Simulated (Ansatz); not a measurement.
Geometry optimisation of Te₂W⁻.

```yaml
crystal:
  periodic: [false, false, false]
  atoms:
    - {symbol: W, position_ang: [-0.385513, -0.853959, -0.011165]}
    - {symbol: Te, position_ang: [-1.595849, 1.234721, -0.016653]}
    - {symbol: Te, position_ang: [1.981362, -0.380772, 0.027818]}
basis:
  gaussian: {orbitals: def2-TZVPD}
total_charge: -1
magnetization: {spin_polarized: true, initial_magnetization: 1}
hamiltonian: {xc: pbe0, dispersion: d4}
scf: {lower_state_search: "off"}
output: {orbitals: {seedname: orbitals}}
relax: {f_tol: 0.02, max_steps: 100}
```

```sh
$ ansatz run in.yaml --threads 2 --pin off --events-out ev --progress --plain --max-ram 4352MiB
```

Shortened log:

```
Functional definition: PBE0
mean field -16414.85744366 eV, -603.2348846645 hartree, gradient 2.4e-6 eV, S^2 1.526172; 0 other end points of the search recorded, 0 dependent functions left out
relax step   1: F+E_penalty+E_count = -16414.99484943 eV  Δ(F+E_penalty+E_count) = +0.000e0 eV  max|allowed force component| = 1.529e0 eV/Å  Δτ_max = 0.0000 Å  (47 SCF iters, accepted)
mean field -16415.03261141 eV, -603.2413219605 hartree, gradient 2.6e-6 eV, S^2 1.595582; 0 other end points of the search recorded, 0 dependent functions left out
relax step   2: F+E_penalty+E_count = -16415.16235202 eV  Δ(F+E_penalty+E_count) = -1.675e-1 eV  max|allowed force component| = 1.406e0 eV/Å  Δτ_max = 0.1947 Å  (38 SCF iters, accepted)
mean field -16415.21164535 eV, -603.2479013367 hartree, gradient 7.4e-6 eV, S^2 1.606024; 0 other end points of the search recorded, 0 dependent functions left out
relax step   3: F+E_penalty+E_count = -16415.33616848 eV  Δ(F+E_penalty+E_count) = -1.738e-1 eV  max|allowed force component| = 2.846e-1 eV/Å  Δτ_max = 0.1949 Å  (38 SCF iters, accepted)
mean field -16415.23086192 eV, -603.2486075324 hartree, gradient 5.8e-6 eV, S^2 1.613103; 0 other end points of the search recorded, 0 dependent functions left out
relax step   4: F+E_penalty+E_count = -16415.35342096 eV  Δ(F+E_penalty+E_count) = -1.725e-2 eV  max|allowed force component| = 7.789e-2 eV/Å  Δτ_max = 0.0707 Å  (34 SCF iters, accepted)
mean field -16415.23759749 eV, -603.2488550603 hartree, gradient 1.7e-6 eV, S^2 1.621651; 0 other end points of the search recorded, 0 dependent functions left out
relax step   5: F+E_penalty+E_count = -16415.35844494 eV  Δ(F+E_penalty+E_count) = -5.024e-3 eV  max|allowed force component| = 4.064e-2 eV/Å  Δτ_max = 0.0541 Å  (35 SCF iters, accepted)
mean field -16415.23873940 eV, -603.2488970244 hartree, gradient 2.4e-6 eV, S^2 1.624003; 0 other end points of the search recorded, 0 dependent functions left out
relax step   6: F+E_penalty+E_count = -16415.35901674 eV  Δ(F+E_penalty+E_count) = -5.718e-4 eV  max|allowed force component| = 1.780e-2 eV/Å  Δτ_max = 0.0245 Å  (31 SCF iters, accepted)
Total energy: -16415.35905815 eV, -603.2533186570 hartree
Atom 0 at    -0.227530    -0.504008    -0.006590 Å, force    -0.004341    -0.009615    -0.000126 eV/Å
Atom 1 at    -2.038363     1.223915    -0.023460 Å, force    -0.013456     0.011864    -0.000131 eV/Å
Atom 2 at     2.265893    -0.719917     0.030050 Å, force     0.017796    -0.002249     0.000257 eV/Å
Dipole moment:    -0.079674    -0.176488    -0.002307 e Å
Checks for a lower state left out: stability, starts, cluster_reference, orbital_swaps, neighbouring_geometries, increment
```

Run time 28 s (2 threads of AMD EPYC 9R14 on a shared host), peak host memory 0.56 GiB.

In the def2 sets Te, W take a core potential; there is no spin–orbit coupling. The relaxed charge -1 doublet is spin-contaminated (final ⟨S²⟩ up to 1.62, 0.75 for a pure state). The structure comes from a short search, and lower isomers may exist.
